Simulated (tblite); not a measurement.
Compound: C6H11NSi.
Geometry (GFN2-xTB, Å), atoms numbered from 1 in this order:
```xyz
19
C6H11NSi angstrom
N      3.1293    1.3351   -0.1004
C      2.5359    0.3967   -0.3745
C      1.7814   -0.7812   -0.7143
C      0.3042   -0.6452   -0.3095
C     -0.3748    0.5410   -0.9968
C     -1.7997    0.6521   -0.4504
Si    -1.6389    0.2233    1.4018
C      0.1282   -0.4657    1.2015
H      1.8645   -0.9404   -1.7941
H      2.2333   -1.6366   -0.2027
H     -0.2097   -1.5635   -0.6176
H     -0.3707    0.4222   -2.0837
H      0.1814    1.4509   -0.7579
H     -2.4437   -0.0654   -0.9609
H     -2.2116    1.6396   -0.6485
H     -1.6982    1.3917    2.2794
H     -2.5961   -0.8023    1.8267
H      0.8610    0.2570    1.5648
H      0.3144   -1.4000    1.7296
```

Computed with GFN2-xTB (tblite): harmonic, unscaled wavenumbers at the GFN2-xTB geometry, gas phase. This tight-binding method is rough: wavenumbers can miss measured ones by several per cent, in bad cases by 10 to 20. Modes of hydrogen on silicon can be 10 to 20 % off. One conformer, not necessarily the lowest.

Harmonic wavenumbers (cm⁻¹): 67.5, 86.1, 134.8, 195.8, 283.0, 364.3, 383.2, 412.5, 448.5, 480.5, 518.7, 625.4, 647.4, 710.5, 750.4, 775.6, 778.6, 812.5, 875.1, 888.8, 932.6, 975.1, 1036.8, 1068.5, 1084.2, 1088.0, 1140.2, 1177.6, 1204.9, 1235.1, 1265.8, 1281.0, 1308.2, 1332.0, 1352.6, 1426.4, 1481.6, 1485.8, 1503.0, 2244.4, 2273.9, 2410.6, 2919.2, 2944.8, 2954.6, 2958.8, 2975.5, 2977.9, 2983.4, 3002.7, 3014.2.

A = 3276, B = 1041, C = 986.2 MHz; mass 125.066 u (most abundant isotopes); point group C1, symmetry number 1.

Question: What is the zero-point energy?

Answer: Half the sum of the wavenumbers: 33639 cm⁻¹ = 402.42 kJ/mol.

Question: Entropy at 298.15 K, 1 bar (ideal gas, RRHO, classical rotation)?

Answer: Translation 169.08, rotation 121.12, vibration 95.63: S = 385.8 J/(mol K).

Question: And Cp and H(298.15 K) − H(0)?

Answer: Cp = 151.61 J/(mol K), of which vibrations give 118.36 (their classical limit is 51 R = 424.0); H(298.15 K) − H(0) = 25.98 kJ/mol without the zero-point energy, 16.06 from vibrations.

Question: What must be added to the electronic energy to get the Gibbs energy at 298.15 K and 1 bar?

Answer: ZPE + [H(298.15 K) − H(0)] − T·S = 402.42 + 25.98 − 115.04 = 313.36 kJ/mol.

Question: How do the functions run with temperature in this model?

Answer: 
```
T (K)  S (J/(mol K))  Cp (J/(mol K))  H − H(0) (kJ/mol)  G − H(0) (kJ/mol)  ln q(vib)
  150          307.6            85.0               8.55             -37.59       1.99
  250          361.2           129.2              19.22             -71.07       3.99
  400          436.7           196.1              43.74            -130.96       7.30
  600          529.9           263.5              90.13            -227.80      11.96
  900          650.0           327.8             179.64            -405.34      18.85
```

q(vib) and H(0) count from the zero-point level.

Question: Blend soft modes into free rotors: weight 1/[1 + (100 cm⁻¹/ν̃)⁴] for the oscillator and the rest for a rotor with moment μB/(μ + B), μ = h/(8π²ν), B = 10⁻⁴⁴ kg m². What vibrational entropy results?

Answer: 90.00 J/(mol K) in place of 95.63, which changes −T·S at 298.15 K by +1.68 kJ/mol.

Hindered rotation and anharmonicity are outside this model. Other conformers, if any are populated, would add a mixing term that is left out. The structure is chiral; the term R ln 2 for an equal mix with its mirror image is left out.
